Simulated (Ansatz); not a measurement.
Born–Oppenheimer molecular dynamics of BCl₃FH (6 atoms, charge 0, multiplicity 1). It starts at the highest image of a converged band, a first-order saddle point between two minima.

These are results of RHF/def2-SVP (Ansatz 0.2.0), not measurements.

- ensemble: NVE (velocity Verlet)
- time step: 0.5 fs
- steps asked: 200
- starting velocities drawn for: 100 K
- seed: 8646

First frame:

```xyz
6
Properties=species:S:1:pos:R:3
B 0.016 -0.263 -0.018
F 0.014 0.090 1.455
Cl 1.538 0.197 -0.786
Cl -1.532 0.128 -0.773
Cl 0.062 -2.232 0.631
H 0.040 -1.034 1.633
```

(1) How far do the bonds stretch over the last three quarters of this one trajectory? (Pairs bonded in most of those frames.)

## Answers

(1) 
| bond | mean (Å) | spread (Å) | shortest | longest |
| --- | --- | --- | --- | --- |
| B1–F2 | 1.309 | 0.044 | 1.24 | 1.39 |
| B1–Cl3 | 1.759 | 0.023 | 1.71 | 1.79 |
| B1–Cl4 | 1.758 | 0.027 | 1.70 | 1.80 |
| Cl5–H6 | 1.294 | 0.063 | 1.20 | 1.38 |

Mean temperature of the second half: 3573 K. The conserved energy stayed within 0.43 meV per atom of its start (net change -0.26 meV per atom), so the integration is sound. The kinetic energy rose, since the run started high on the potential surface and went downhill. It ends in pieces (BCl2F + ClH), so much of that is their flight and rotation, not heat. A run of 0.1 ps of so small a system gives no equilibrium averages. The orbitals stay closed-shell, which can raise the energy where a bond breaks towards radicals; this wasn't checked here.

Time of the run: 8 min on 1 thread of Intel(R) Xeon(R) Platinum 8259CL CPU @ 2.50GHz (Skylake/Cascade Lake), with other jobs on the host, peak memory 0.19 GiB.
